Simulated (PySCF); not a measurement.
## Spin states and ions at one geometry of [La3]−

PySCF 2.14.0, UKS r2SCAN, La def2-SVP with ECP46; non-relativistic Hamiltonian with scalar-relativistic core potentials where named; density fitting; no spin-orbit coupling; singlets restricted, open shells unrestricted. The geometry is relaxed for charge -1, triplet, vacuum:

```xyz
3

La    1.9613    0.0927    0.0000
La   -0.8982    1.5346    0.0000
La   -1.0631   -1.6273    0.0000
```

Energies count from the relaxed state; an electron taken off or put on is at rest in vacuum. Charges and spins are Mulliken's.

```tsv
state	energy (eV)	spin squared	charge on La1 (e)	spin on La1 (e)	dipole about the centre of mass (D)
charge -1, triplet, vacuum	0.00	3.51	-0.43	0.89	2.18
charge -1, singlet, vacuum	0.55	0.00	-0.31	0.00	0.09
charge -1, quintet, vacuum	-0.02	6.79	-0.39	0.90	0.14
charge 0, doublet, vacuum	0.89	2.66	0.02	-1.00	0.54
```

Q: What does the state charge 0, quartet, vacuum give?

A: energy (eV) 0.83, spin squared 4.70, charge on La1 (e) 0.10, spin on La1 (e) 2.36, dipole about the centre of mass (D) 1.13.

With an electron taken off (quartet, the lower of the two states computed) the charges change, summed by element, by La +1.00 e. The vertical ionisation energy is 0.83 eV, against −ε(HOMO) = -0.31 eV over both spins of the relaxed state. The level lies 1.1 eV too high, as is usual for semilocal functionals and global hybrids, which keep a self-interaction error.

Open shells may have lower solutions than those found. Hard to converge, so the more doubtful: charge -1, quintet, vacuum; charge 0, doublet, vacuum. Spin squared well over S(S+1) tells of spin contamination.

No frequency check is given that shows the relaxed geometry to be a minimum. The relaxed state is spin-contaminated (spin squared 3.51 against 2.00).
